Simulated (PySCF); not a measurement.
**From computed data to an observable: chemical shift, span and skew from a shielding tensor**

CH₅ClFNSi, SMILES NC[Si@H](F)Cl. Atoms are numbered in the order given.

```xyz
10

N     -2.4950     0.1603     0.8010
C     -1.4577    -0.5964     0.1092
Si     0.2441     0.1420     0.3436
F      0.1645     1.6845    -0.1631
Cl     1.6845    -0.8167    -0.7737
H     -2.3427     0.1678     1.8077
H     -2.5011     1.1316     0.4955
H     -1.6868    -0.6434    -0.9696
H     -1.4685    -1.6461     0.4493
H      0.6750     0.1831     1.7652
```
Charge 0, spin multiplicity 1.

Geometry optimised at PBE0-D3(BJ)/def2-SVP. The structure was generated by enumeration; whether it is a known compound was not checked. One conformer was computed; it need not be the lowest.

GIAO shieldings from PBE/pcSseg-1 in PySCF, non-relativistic, no solvent. The symmetric part of the tensor of F4 has the principal values 284.6, 351.8, 368.3 ppm. The same nucleus in CFCl3 has σ = 133.6 ppm at this level (PySCF, at its B3LYP-D3(BJ)/def2-TZVP geometry). Without spin–orbit terms, shifts of atoms bonded to Cl or Br come out too high.

Work out the isotropic shielding, the ¹⁹F shift against CFCl3, the span and the skew.


σ(iso) = (σ11 + σ22 + σ33)/3 = 334.9 ppm. δ = σ(ref) − σ(iso) = 133.6 − (334.9) = -201.3 ppm.
Span Ω = σ33 − σ11 = 83.7 ppm. Skew κ = 3(σ(iso) − σ22)/Ω = -0.61. Tumbling in solution averages the tensor to δ; in a static solid the shielding alone would spread this spin-1/2 line over Ω.
